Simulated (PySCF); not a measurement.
**Low-lying terms of Se⁴⁺ (selenium, charge +4)**

Ground state [Ar] 3d10 4s2, ¹S. Computed with PySCF 2.14 in aug-cc-pVTZ-PP with one added diffuse shell each of s, d, f type with ECP10MDF (7s5p5d3f, 68 functions), with a scalar-relativistic core potential. Vertical excitation energies in eV without spin-orbit coupling; excited terms of each kind are numbered among those the solver found. Frozen: 3s2 3p6.

```csv
term,leading excitation,EOM-EE-CCSD
1 3P°,4s → p,11.256
1 1P°,4s → p,16.517
1 3D,4s → d,31.662
1 1D,4s → d,34.784
1 3S,4s → s,35.176
1 1S,4s → s,36.058
2 3P°,4s → p,40.160
2 1P°,4s → p,40.471
1 1F°,4s → f,44.453
1 3F°,4s → f,46.208
2 3D,4s → d,47.190
2 1D,4s → d,47.518
```

Doubly excited terms such as np² are absent. The solver can miss terms.
